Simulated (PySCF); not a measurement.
BeGeH4O. Atoms are numbered in the order given.

```xyz
7

Be     1.0851    -0.0664    -0.8169
O      2.1949    -0.2057    -1.6629
H      2.8643     0.3454    -2.0562
Ge    -0.6665     0.0421     0.5012
H     -1.0304    -1.3205     1.1307
H     -0.4649     1.0131     1.6858
H     -1.9403     0.5259    -0.2262
```
Charge 0, spin multiplicity 1.

Geometry: B3LYP-D3(BJ)/def2-TZVP. The values are those of a single conformer.

Level of theory: PySCF with ωB97X/def2-TZVPD.

The molecule is in vacuum.

```json
{
 "total_energy": "-2169.49570 hartree",
 "highest_occupied_level": "-10.29 eV",
 "lowest_empty_level": "1.08 eV",
 "orbital_gap": "11.37 eV",
 "dipole_moment": "1.97 D",
 "quadrupole, principal values (traceless, Buckingham form, about the centre of nuclear charge)": "-5.67, -1.39, 7.05 D·Å",
 "mean_static_polarisability": "55.6 bohr³ (8.24 Å³)",
 "polarisability_principal_values": "50.8, 51.0, 65.1 bohr³"
}
```
